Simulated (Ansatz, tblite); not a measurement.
Isomers of MoO5H4 (singlet), found by a short tight-binding search and relaxed with PBE-D4/def2-SVP in Ansatz.

In the def2 sets Mo takes a core potential; there is no spin–orbit coupling. The xTB rows come from tblite.

Run but left out: HF/def2-SVP, MP2/def2-SVP, CCSD/def2-SVP, CCSD(T)/def2-SVP (B: restricted singlet, unstable towards broken spin symmetry); B2PLYP/def2-TZVP, PBE-QIDH/def2-TZVP (B: restricted singlet, unstable in another Hartree–Fock run and untested here).

A: It holds 1 O–O bond. B: The restricted singlet is unstable towards broken spin symmetry in Hartree–Fock (as tested in another run); at PBE-D4/def2-TZVP, r2SCAN-D4/def2-TZVP, PBE0-D4/def2-TZVP this wasn't settled. It holds 1 O–O bond. C: It holds 1 O–O bond.

Other spin states weren't relaxed.

A:

```tsv
atom	x (Å)	y (Å)	z (Å)
Mo1	-0.135	-0.009	0.393
O2	-0.321	1.760	1.061
O3	-1.261	0.631	-1.098
O4	-0.790	-0.956	1.623
O5	1.024	-1.105	-0.666
O6	-1.523	-0.793	-1.286
H7	1.995	-1.076	-0.608
H8	1.412	0.348	1.021
H9	-0.805	-1.064	-1.913
H10	0.402	2.264	1.471
```

B:

Cartesian coordinates in Å:
```
Mo -0.104 0.283 0.408
O -0.318 -1.086 -1.034
O 0.300 1.761 1.161
O 1.423 -0.786 0.925
O -1.862 0.074 1.033
O 2.035 -0.340 -0.299
H -2.201 0.743 1.662
H -0.681 -0.922 -1.922
H 1.574 -0.956 -0.952
H -0.166 1.228 -0.982
```

C:

```csv
atom,x (Å),y (Å),z (Å)
Mo1,0.197,0.720,-0.026
O2,0.047,2.497,-0.597
O3,1.569,0.572,0.957
O4,-1.277,0.314,0.774
O5,-0.704,-2.235,0.922
O6,0.246,-1.667,-0.018
H7,0.443,0.053,-1.617
H8,-0.106,-1.974,-0.883
H9,-1.215,-1.398,1.137
H10,0.799,3.117,-0.649
```

Question: Estimate their order by electronic energy at PBE0-D4/def2-TZVP, counted from the lowest.

Answer: A (0.00) < C (0.21) < B (0.34), in eV.

Question: Do the other levels pick the same lowest one?

Answer: All that were run do. Energies above each level's lowest (eV):

| level | A | B | C |
| --- | --- | --- | --- |
| GFN1-xTB | 0.00 | 0.14 | 0.33 |
| GFN2-xTB | 0.00 | 0.04 | 0.22 |
| PBE-D4/def2-TZVP | 0.00 | 0.28 | 0.22 |
| r2SCAN-D4/def2-TZVP | 0.00 | 0.34 | 0.30 |
| PBE0-D4/def2-TZVP | 0.00 | 0.34 | 0.21 |
Point groups (tolerance 0.1 Å): A not assigned, B not assigned, C not assigned. A and B have the same bonds, so they are conformers or stereoisomers. Lower isomers may exist.
